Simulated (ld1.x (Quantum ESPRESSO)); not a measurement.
## u(r) = r·R(r): atom against pseudo-atom (Ir)

Columns: radius, all-electron u(r) and pseudo u(r) of the 5d shell (level -11.17 eV) of iridium in the configuration [Xe] 4f14 5d7 6s1.5 6p0; PW91, scalar-relativistic, PAW scheme, ld1.x (Quantum ESPRESSO) 7.5.

```tsv
r (bohr)	all-electron	pseudo
0.160	0.1583	0.0036
0.320	-0.3647	0.0273
0.480	-0.2521	0.0853
0.640	0.1317	0.1812
0.800	0.4719	0.3069
0.960	0.6921	0.4450
1.120	0.8037	0.5738
1.280	0.8378	0.6729
1.440	0.8232	0.7294
1.600	0.7807	0.7404
1.760	0.7241	0.7130
1.920	0.6619	0.6609
2.080	0.5989	0.5992
2.240	0.5381	0.5381
2.400	0.4810	0.4810
2.560	0.4283	0.4283
2.720	0.3801	0.3801
2.880	0.3365	0.3365
3.040	0.2973	0.2973
3.200	0.2621	0.2621
3.360	0.2308	0.2308
3.520	0.2029	0.2029
3.680	0.1782	0.1782
3.840	0.1564	0.1564
4.000	0.1372	0.1372
4.160	0.1203	0.1203
```

(1) How many radial nodes do the two functions have?

(2) At about which radius was the pseudo-wave matched?

(3) Where does each function peak?

(4) Is the pseudo-wave norm-conserving?

Answers

(1) The all-electron 5d function has n − l − 1 = 2; the pseudo-wave has 0, since the states of the same l below it are removed with the core.

(2) 2.25 bohr. The columns agree to 0.0005 from 2.08 bohr on; several derivatives are matched, so the curves merge somewhat inside the radius.

(3) Outermost all-electron maximum near 1.28 bohr, pseudo maximum near 1.60 bohr (to the table’s step).

(4) No, it belongs to a PAW set: the norm inside the radius is not constrained, and the difference is carried by the augmentation charge.
